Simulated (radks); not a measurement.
Problem. Ionisation ladder of selenium, from Se to Se21+. Each ion is in the ground configuration listed by NIST, and IE = E(next ion) - E(this ion). All-electron calculation, scalar-relativistic Kohn-Sham, BLYP, spin-polarised, spherical densities, finite nucleus; open shells are filled with parallel spins first; Fermi nuclear charge, rms radius 4.14 fm. Program: a radial shooting solver on a logarithmic mesh with Libxc functionals.

species      configuration  IE, Delta-SCF (eV)  -e(HOMO) (eV)     HOMO  <r> HOMO (bohr)
Se       [Ar] 3d10 4s2 4p4               9.627          5.603  4p down             2.36
Se+      [Ar] 3d10 4s2 4p3                   ?         16.066    4p up             2.10
Se2+     [Ar] 3d10 4s2 4p2                   ?         26.120    4p up             1.98
Se3+     [Ar] 3d10 4s2 4p1              42.559         36.943    4p up             1.88
Se4+         [Ar] 3d10 4s2              68.362         61.863       4s             1.59
Se5+         [Ar] 3d10 4s1              83.466         76.596    4s up             1.54
Se6+             [Ar] 3d10              155.15         139.79       3d            0.615
Se7+              [Ar] 3d9              187.15         170.87  3d down            0.594
Se8+              [Ar] 3d8              220.91         203.78  3d down            0.575
Se9+              [Ar] 3d7              256.32         238.38  3d down            0.558
Se10+             [Ar] 3d6                   ?         274.58  3d down            0.542
Se11+             [Ar] 3d5              343.28         323.09    3d up            0.521
Se12+             [Ar] 3d4              384.77         363.82    3d up            0.508
Se13+             [Ar] 3d3              427.72         406.06    3d up            0.496
Se14+             [Ar] 3d2              472.04         449.72    3d up            0.484
Se15+             [Ar] 3d1              517.62         494.70    3d up            0.473
Se16+                 [Ar]                   ?         632.17       3p            0.504
Se17+         [Ne] 3s2 3p5              696.48         675.09  3p down            0.497
Se18+         [Ne] 3s2 3p4              739.46         718.14  3p down            0.491
Se19+         [Ne] 3s2 3p3              796.97         774.19    3p up            0.484
Se20+         [Ne] 3s2 3p2              842.91         820.08    3p up            0.478
Se21+         [Ne] 3s2 3p1              888.51         865.98    3p up            0.472

Estimate the withheld Delta-SCF values.

Solution. Se+: 21.015 eV (NIST 21.20); Se2+: 31.473 eV (NIST 31.70); Se10+: 293.25 eV (NIST 291); Se16+: 653.47 eV (NIST 651).
